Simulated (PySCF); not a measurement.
A calculated (PBE, PySCF 2.14, cc-pVDZ-X2C, the spin-free X2C one-electron Hamiltonian (Gaussian nucleus)) atom or ion has these occupied shells.

```tsv
shell	electrons	orbital energy (eV)	rms radius, mean of both spins (bohr)
1s α	1	-3575.9	0.0937
1s β	1	-3575.5	0.0937
2s α	1	-404.56	0.419
2s β	1	-404.15	0.419
2p α	3	-331.85	0.388
2p β	3	-331.28	0.388
3s α	1	-77.086	1.35
3s β	1	-74.079	1.35
3p α	3	-58.679	1.53
3p β	1	-56.079	1.53
```

**Question.** Name the element and its charge.

**Answer.** K³⁺ (potassium, charge +3), in [Ne] 3s2 3p4, high-spin 3P determinant.
